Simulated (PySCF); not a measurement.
An equivalent PySCF input for N (nitrogen, neutral), [He] 2s2 2p3, high-spin 4S determinant, with the non-relativistic Hamiltonian (point nucleus):

```python
from pyscf import gto, scf, dft, mp, cc
import basis_set_exchange as bse
mol = gto.M(atom="N 0 0 0", charge=0, spin=3, symmetry="D2h",
            basis=gto.basis.parse(bse.get_basis("def2-TZVP", elements=["N"], fmt="nwchem", header=False)))
mf = dft.UKS(mol, xc="M062X")
mf.irrep_nelec = {'Ag': (2, 2), 'B1u': (1, 0), 'B2u': (1, 0), 'B3u': (1, 0)}
mf.kernel()
```

It reaches the same state as the run whose output follows, with an energy that differs only through the grid. The run itself started from symmetry-adapted Hartree-Fock orbitals and held the occupation by maximum overlap, on a logarithmic radial grid, so the iterations belong to that start.

```
SCF conv_tol = 1e-09
number electrons alpha = 5  beta = 2
XC functionals = M062X
    Y. Zhao and D. G. Truhlar.,  Theor. Chem. Acc. 120, 215 (2008)
    Y. Zhao and D. G. Truhlar.,  Theor. Chem. Acc. 120, 215 (2008)
cycle= 1 E= -54.5872159036407  delta_E= -0.00174  |g|= 0.00738  |ddm|= 0.0744
cycle= 2 E= -54.5872547056515  delta_E= -3.88e-05  |g|= 0.00219  |ddm|= 0.0118
cycle= 3 E= -54.5872569009889  delta_E= -2.2e-06  |g|= 0.000721  |ddm|= 0.00285
cycle= 4 E= -54.5872571697084  delta_E= -2.69e-07  |g|= 6.65e-05  |ddm|= 0.000669
cycle= 5 E= -54.5872571725519  delta_E= -2.84e-09  |g|= 2.59e-06  |ddm|= 9.59e-05
cycle= 6 E= -54.5872571725554  delta_E= -3.5e-12  |g|= 2.77e-07  |ddm|= 3.1e-06
converged SCF energy = -54.5872571725554  <S^2> = 3.754069  2S+1 = 4.002034
```
